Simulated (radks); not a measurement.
Question: Cu II, 28 electrons, occupied as [Ar] 3d10. All-electron calculation, scalar-relativistic Kohn-Sham, r2SCAN, spin-polarised, spherical densities, finite nucleus; meta-GGA in the generalised Kohn-Sham scheme; Fermi nuclear charge, rms radius 3.8823 fm. Program: a radial shooting solver on a logarithmic mesh with Libxc functionals. Some entries of the table are withheld. Estimate them.

orbital,occ.,eigenvalue (eV),<r^2> (bohr^2)
1s,2,-8887.018,(1)
2s,2,-1081.019,0.06507
2p,6,(2),0.05224
3s,2,-127.0480,0.5870
3p,6,(3),(4)
3d,10,(5),1.392

Answer: 
(1) 1s <r^2> (bohr^2): 0.003658
(2) 2p eigenvalue (eV): -932.3389
(3) 3p eigenvalue (eV): -82.9795
(4) 3p <r^2> (bohr^2): 0.6669
(5) 3d eigenvalue (eV): -13.6313
